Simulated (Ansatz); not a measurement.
Job for Ansatz (a quantum-chemistry and plane-wave program): U-r2SCAN/def2-TZVPP on H4MgSi (SMILES [MgH][SiH3]), a point of a bond scan (R = 1.342 Å).

Ansatz 0.2 input:
```yaml
crystal:
  periodic: [false, false, false]
  atoms:
    - {symbol: Mg, position_ang: [-1.27392741, -0.69923846, -0.17849356]}
    - {symbol: H, position_ang: [-2.75463928, -1.51197762, -0.38596026]}
    - {symbol: Si, position_ang: [0.97176783, 0.53338788, 0.13615713]}
    - {symbol: H, position_ang: [1.54892694, 0.27810351, 1.32073733]}
    - {symbol: H, position_ang: [0.83766034, 2.01691253, 0.06363188]}
    - {symbol: H, position_ang: [1.98630247, 0.16875768, -0.89430607]}
basis:
  gaussian:
    orbitals: def2-TZVPP
hamiltonian:
  xc: {name: r2SCAN}
magnetization: {spin_polarized: true, initial_magnetization: 0}
```

Output:

```
WARN ansatz: RAYON_NUM_THREADS=1 ignored (pool sized by the plan → 1); use --threads N
Functional definition: r2SCAN
integrals: 0.05 GiB planned
812 factors; their error is unknown
mean field: 0.46 GiB planned
mean field evaluation 1: about -13382.6053 eV, gradient 1.6e1 eV
mean field evaluation 2: about -13383.3396 eV, gradient 1.4e1 eV
mean field evaluation 4: about -13384.7905 eV, gradient 2.9e-1 eV
mean field evaluation 8: about -13384.7685 eV, gradient 1.2e-2 eV
mean field -13384.76847875 eV, -491.8811690722 hartree, gradient 2.2e-5 eV, S^2 0.000000; 0 other end points of the search recorded, 0 dependent functions left out
reference -13384.76850008 eV, -491.8811698561 hartree; 15, 15 occupied and 115, 115 virtual orbitals, 812 factors
Total energy: -13384.76850008 eV, -491.8811698561 hartree
```

The calculation finished and met its thresholds.

Cost: about 4 core-seconds (a rough figure).
